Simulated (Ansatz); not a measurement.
C₂H₃OSb, SMILES `C#C[O][SbH2]`. Total charge 0; spin multiplicity 1. Sb: def2 effective core potential. All single points use the PBE0-D4/def2-TZVP geometry.

```xyz
7

C    -0.750   -1.680   -0.222
C    -0.861   -0.528    0.106
O    -0.998    0.697    0.461
Sb    0.578    1.952    0.340
H    -0.674   -2.700   -0.507
H     1.672    0.837    1.044
H     1.033    1.421   -1.223
```

(1) What is the dipole moment at PBE/def2-TZVPP? (Best estimate.)

(2) And with r2SCAN, B3LYP, ωB97M-V? (An estimate is asked.)

(3) Give the Mulliken charges with PBE, ωB97M-V, B3LYP in def2-TZVPP. (An estimate is asked.)

Results:

(1) The calculation gave: 2.97 D, with components (1.92, 2.26, 0.04) D in this frame, pointing from negative to positive charge.

(2) Computed: r2SCAN 3.06 D, B3LYP 3.14 D, ωB97M-V 3.26 D.

(3) Ansatz gave: 
```
atom    PBE  ωB97M-V  B3LYP
  C1  -0.25    -0.29  -0.26
  C2   0.01     0.08   0.01
  O3  -0.38    -0.47  -0.45
 Sb4   0.54     0.54   0.62
  H5   0.21     0.24   0.25
  H6  -0.07    -0.05  -0.09
  H7  -0.07    -0.05  -0.09
```

B3LYP here is the variant with VWN-RPA as its local correlation; programs differ in this.
